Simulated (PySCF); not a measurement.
## LiBi: frontier orbitals

TPSS at R = 2.694 Å; PySCF, scalar-relativistic core potentials, basis sets Li def2-SVP, Bi def2-SVP with ECP60. State: ³Σ⁻ (triplet), unpaired electrons π ↑↑. Only the outer orbitals are listed, counted within each symmetry, core potentials removing the inner ones.

```csv
spin,orbital,occ.,ε (eV),on Li (%),main shells (%)
α,5σ,1,-13.45,1,99 Bi s
α,6σ,1,-4.29,22,"77 Bi p, 18 Li s"
α,3π,1,-4.14,5,95 Bi p
α,3π,1,-4.14,5,95 Bi p
α,7σ,0,-1.83,94,"76 Li s, 18 Li p"
α,4π,0,0.09,94,94 Li p
α,4π,0,0.09,94,94 Li p
β,5σ,1,-12.33,3,97 Bi s
β,6σ,1,-3.76,28,"71 Bi p, 24 Li s"
β,3π,0,-2.70,11,"89 Bi p, 11 Li p"
β,3π,0,-2.70,11,"89 Bi p, 11 Li p"
β,7σ,0,-1.71,91,"69 Li s, 22 Li p, 10 Bi p"
```

**Question.** Which are the highest filled and the lowest empty level, where do they sit, and how wide is the gap?

**Answer.** Highest filled β 6σ at -3.76 eV (in %: 71 Bi p, 24 Li s); lowest empty β 3π at -2.70 eV (in %: 89 Bi p, 11 Li p); the gap at TPSS is 1.06 eV.

The bond order (Mayer) is 0.96, the ⟨S²⟩ is 2.006 and the charge on Li (Mulliken, basis-dependent) is 0.37. The charge on Li (Löwdin, basis-dependent) is 0.22 and the dipole moment (positive dipole means Li(−)Bi(+)) is -5.77 D.

These are scalar-relativistic numbers at best; spin–orbit coupling would shift them, the dissociation energy most. The state was picked by a PBE0 search and need not be the measured ground state.
